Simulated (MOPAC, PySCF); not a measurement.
Dimer: H2O (SMILES O) (first 3 atoms) with SiH4 (SMILES [SiH4]); geometry from B3LYP-D3(BJ)/def2-TZVP.
(charge 0, multiplicity 1):
```xyz
8

O      0.465     0.312     0.348
H      0.073    -0.470    -0.056
H     -0.118     1.042     0.110
Si    -0.201    -0.107     3.380
H     -0.590    -1.321     2.629
H     -0.564    -0.311     4.805
H     -0.956     1.064     2.879
H      1.253     0.127     3.286
```

Counterpoise-corrected where a basis set is named; no monomer relaxation. Rows marked so take none.

Rows in 6-31G* carry no dispersion term and start afresh at each structure (6-31G* with six Cartesian d functions). MP2/6-31G* freezes PySCF's default core. The state reached by PM6, PM7 isn't checked; PM7 holds dispersion and hydrogen-bond terms.

Codes used: MOPAC for PM6, PM7 (differences of heats of formation); PySCF for 6-31G* rows. Each number belongs to the level named beside it.

### Question
One of these levels gives -4.23 kcal/mol for the interaction energy. Which?
A. MP2/6-31G*
B. PM7
C. M06-2X/6-31G* (no counterpoise)
D. PM6

### Answer
C, M06-2X/6-31G* (no counterpoise). The others give -1.06 (PM6), 0.52 (PM7), -0.47 (MP2/6-31G*)
